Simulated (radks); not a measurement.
Results of a calculation; reference values are marked as such.
Question: Level of theory: Dirac Kohn-Sham, PBE, spin-unpolarised, spherical densities, point nucleus; open shells fill j = l - 1/2 first (a radial shooting solver on a logarithmic mesh with Libxc functionals). Each species is in its NIST ground configuration. Rank Rh, Zr, Pd, Ag, Mo, Ru, Cd, Nb, Tc by Delta-SCF ionisation energy (eV), largest first.

Answer: Cd 9.274, Pd 8.928, Tc 8.135, Ag 7.759, Rh 7.454, Ru 7.281, Zr 7.123, Mo 6.868, Nb 6.609.
